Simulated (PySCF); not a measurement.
This singlet lies 0.96 eV below the relaxed triplet at the level B3LYP-D3(BJ)/def2-TZVP // r2SCAN-D4/def2-SVP (PySCF).

# [Co(NH3)6]3+ (charge 3, multiplicity 1)

Computed with PySCF with TPSSh-D3(BJ)/def2-TZVP // r2SCAN-D4/def2-SVP.

```yaml
HOMO: -20.57 eV
HOMO–LUMO gap: 4.84 eV
LUMO: -15.73 eV
charge on the central atom (Mulliken): 0.07 e
charge on the central atom (meta-Löwdin): 1.02 e
total_energy: -1721.4183 Ha
cost: around 40 core-minutes (rough)
```

```xyz
25

Co     0.0001    -0.0001     0.0001
N     -1.7455     0.7017    -0.6895
H     -2.5731     0.4470    -0.1306
H     -1.9784     0.3719    -1.6377
H     -1.8100     1.7269    -0.7692
N     -0.8574    -0.3812     1.7707
H     -0.2079    -0.5841     2.5444
H     -1.5065    -1.1817     1.7799
H     -1.4249     0.3994     2.1320
N      1.7572    -0.7416     0.6152
H      1.7244    -1.3055     1.4769
H      2.4851    -0.0386     0.8103
H      2.2016    -1.3723    -0.0680
N      0.5206     1.8027     0.7031
H     -0.2482     2.4830     0.7911
H      1.2285     2.3038     0.1464
H      0.9269     1.7752     1.6498
N      0.8182     0.4562    -1.7713
H      1.8485     0.4582    -1.7919
H      0.5637     1.3938    -2.1153
H      0.5588    -0.1645    -2.5517
N     -0.4929    -1.8378    -0.6281
H     -1.4926    -1.9772    -0.8365
H     -0.2787    -2.5791     0.0551
H     -0.0176    -2.1560    -1.4851
```
Charge +3, spin multiplicity 1.
